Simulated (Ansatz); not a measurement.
The cluster Nb₂O₂⁻, relaxed as a doublet with UKS r2SCAN-D4/def2-TZVPD in Ansatz, starting from the GFN1-xTB geometry. Force threshold 0.02 eV/Å.

In the def2 sets Nb takes a core potential; there is no spin–orbit coupling. The structure holds 1 bond(s) between oxygen atoms. The charge -1 doublet is spin-contaminated (final ⟨S²⟩ up to 1.79, 0.75 for a pure state). The highest occupied level of the charge -1 doublet lies above zero (up to 0.46 eV). It is a level of β spin, whose loss leaves a triplet; that state wasn't run at this geometry and level. The electron is either unbound and held by the finite basis, or the level is raised by self-interaction error. The relaxation made no stability test and no search for a lower SCF solution. No other spin state of charge -1 was run. Another isomer (quartet) lies 4.94 eV lower at PBE0-D4/def2-TZVPD; other spin states weren't run for this one.

Start:

Cartesian coordinates in Å:
```
Nb -1.3917 0.5721 -2.2323
Nb -0.0342 -0.2377 -0.3009
O 0.4409 0.4482 1.3182
O 0.9849 -0.7825 1.2151
```

```
        step  energy (eV)  largest force component (eV/Å)  SCF passes
           1   -7191.7135                           5.145         163
           2   -7192.3229                           2.235          77
           3   -7192.6548                           0.367          55
           4   -7192.6609                           0.172          49
5 (rejected)   -7192.6464                           0.405          53
           6   -7192.6625                           0.028          49
           7   -7192.6626                           0.014          48
```

Force components are those of the run's own axes.

End:

```csv
atom,x (Å),y (Å),z (Å)
Nb1,-1.269,0.608,-1.953
Nb2,-0.050,-0.394,-0.484
O3,0.325,0.543,1.179
O4,0.994,-0.756,1.258
```

By distances, no bond broke or formed. The bond that changes most is Nb1–Nb2, from 2.50 to 2.16 Å (atoms count from 1).

No frequencies were taken in this run, so the end may be a saddle point.

It took 61 s on 4 threads of Arm Neoverse V2 on a shared host.
